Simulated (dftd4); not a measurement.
C2H4O2, triplet, at a GFN2-xTB geometry (a higher spin typed on purpose: for a closed-shell molecule this is an excited state); D4 for pbe run with dftd4.

Here is a job for dftd4.
```
$ dftd4 mol.xyz --func pbe --charge 0 --json dftd4.json --noedisp

# file mol.xyz
8

C     -1.29370611    -0.45495980     0.07134256
C      0.08819231     0.33727888     0.11862454
O      0.99930282    -0.36540853     0.85431055
O      0.29821376     0.79544544    -1.06284776
H     -2.03228451     0.19607021    -0.38031375
H     -1.19809768    -1.37897758    -0.49959502
H     -1.51107589    -0.65825986     1.11601260
H      1.59440817    -0.89304257     0.29239111
```

Task: Write the output that dftd4 gives for this input, abridged.

Result: 
```
                    ____  _____ _____     ____  _  _
      -------------|  _ \|  ___|_   _|---|  _ \| || |------------
     |             | | | | |_    | | ___ | | | | || |_           |
     |             | |_| |  _|   | ||___|| |_| |__   _|          |
     |             |____/|_|     |_|     |____/   |_|            |
     |             ===================================           |
     |            E. Caldeweyher, S. Ehlert & S. Grimme          |
     |          Mulliken Center for Theoretical Chemistry        |
     |                    University of Bonn                     |
      -----------------------------------------------------------

Rational (Becke-Johnson) damping: pbe-D4-ATM
---------------------
  s6         1.0000
  s8         0.9595
  s9         1.0000
  a1         0.3857
  a2         4.8069
 alp        16.0000
--------------------

Dispersion energy:      -3.8648712392470E-03 Eh

[Info] JSON dump of results written to 'dftd4.json'
```
